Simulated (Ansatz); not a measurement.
Isolated molecules relaxed with PBE0-D4/def2-TZVP in Ansatz; ΔE leaves out vibrations. CCSD(T)/CBS adds triple-zeta CCSD(T) − MP2 to the extrapolated MP2 energy (def2 sets, frozen cores). This one scheme is used for every species. For Zn outer-core shells are correlated without core-valence functions, which leaves a few kJ/mol of doubt a bond. Scalar relativity is left out up to krypton. Each species was taken in one conformer, which may not be the lowest.

Reaction (formal exchange of groups at a Zn–C bond): `[CH3][Zn][S][SiH3]` + BH₃ → `[BH2][Zn][S][SiH3]` + CH₄

`[CH3][Zn][S][SiH3]`:

```xyz
10

C     1.412   -2.063   -0.125
Zn    0.866   -0.310    0.477
S     0.294    1.668    1.187
Si   -1.458    1.922    0.010
H     1.247   -2.164   -1.200
H     0.841   -2.839    0.387
H     2.473   -2.222    0.077
H    -2.493    0.898    0.317
H    -1.171    1.844   -1.448
H    -2.009    3.266    0.318
```

BH₃:

Z-matrix (Å, degrees):
```
B
H 1 1.193
H 1 1.193 2 120.0
H 1 1.193 2 120.0 3 180.0
```

`[BH2][Zn][S][SiH3]`:

Cartesian coordinates in Å:
```
B -1.249 -2.131 -1.214
Zn -1.103 -0.452 -0.037
S -0.985 1.330 1.224
Si 1.093 1.594 0.866
H -2.292 -2.693 -1.386
H -0.295 -2.600 -1.765
H 1.864 1.518 2.133
H 1.356 2.906 0.222
H 1.611 0.528 -0.045
```

CH₄:

Cartesian coordinates in Å:
```
C 0.000 0.000 0.000
H 0.513 -0.955 0.111
H 0.004 0.295 -1.049
H 0.511 0.758 0.592
H -1.029 -0.098 0.345
```

```json
{"species": "`[CH3][Zn][S][SiH3]`", "MP2/def2-QZVPP energy (Eh)": "-2506.85399"}
{"species": "BH₃", "MP2/def2-QZVPP energy (Eh)": "-26.52238"}
{"species": "`[BH2][Zn][S][SiH3]`", "MP2/def2-QZVPP energy (Eh)": "-2492.95023"}
{"species": "CH₄", "MP2/def2-QZVPP energy (Eh)": "-40.42633"}
```

(1) Work out ΔE.

Largest T1 diagnostic among the species: 0.014.

Answers

(1) ΔE = (-2492.95023) + (-40.42633) − (-2506.85399) − (-26.52238) = -0.00019 Eh = -0.01 eV. CCSD(T)/CBS gives -0.09 eV.

From BLYP to BHLYP (50 % exact exchange), in def2-TZVPP and without D4, ΔE moves by +0.06 eV. Leaving LDA and LC-ωPBE aside and taking each functional with its dispersion term where it has one, the values, not all of them listed here, spread over 0.13 eV, from B97M-V to B2PLYP. At CCSD(T), def2-SVP lies −0.05 eV from the extrapolated value and def2-TZVPP +0.02 eV.
